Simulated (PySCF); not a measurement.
Species: C2H6PSi2 (doublet state).
Geometry (PBE0-D3(BJ)/def2-SVP, Å), atoms numbered from 1 in this order:
```
atom  x, y, z in Å
C1    -2.2359   -1.4188    0.4862
C2    -1.6785   -0.3747    0.2012
Si3   -0.7983    1.1789   -0.2083
P4     1.3605    1.1792    0.4660
Si5    1.9565   -0.7994   -0.4294
H6    -2.7279   -2.3420    0.7377
H7    -0.7920    1.3670   -1.6879
H8    -1.4940    2.3238    0.4461
H9     1.0929    0.6959    1.7837
H10    3.3188   -1.1779    0.0706
H11    2.0087   -0.6267   -1.9178
```

The hyperfine couplings belong to this conformer and change with its torsions.

Identity: `C#C[SiH2]P[SiH2]` [radical].

Method: PySCF, UKS B3LYP, IGLO-III on C P Si, pcH-1 on H, non-relativistic, mean-field spin-orbit, GIAO. Isolated species at its PBE0-D3(BJ)/def2-SVP geometry (one conformer only). Stability of the SCF solution: not tested.

Task: The isotropic 13C couplings are +2.4, -1.0 MHz. Assign them to C1; C2.

Result: 
```csv
site,a_iso (MHz),ρ(0) (bohr⁻³),position,distance from Si5 (Å),spin population,largest |T| (MHz)
C1,+2.4,+0.0021,4 bonds from Si5,4.34,0.00,1.2
C2,-1.0,-0.0009,3 bonds from Si5,3.71,0.00,1.3
```

Task: Match the computed a_iso(29Si) values -527.1, -26.6 MHz with the sites Si3; Si5.

Result: 
```
site  a_iso (MHz)  ρ(0) (bohr⁻³)                 position  distance from Si5 (Å)  spin population  largest |T| (MHz)
 Si3        -26.6        +0.0299         2 bonds from Si5                   3.40            +0.01                3.2
 Si5       -527.1        +0.5943  largest spin population                   0.00            +0.84              154.9
```

ρ(0) is the spin density at the nucleus and T the dipolar tensor; a_iso includes a spin–orbit part; entries for several nuclei are means. Largest spin populations (Mulliken): Si5 (+0.84) and P4 (+0.11). No atom but Si5 exceeds +0.15. The angles at Si5 add up to 326.0°, so it is pyramidal.

Means are taken over nuclei equivalent by connectivity, which assumes that they swap fast. The 1H value of +53.2 MHz is a mean of couplings from 44.8 to 61.7 MHz in this one geometry, not an average over conformers.
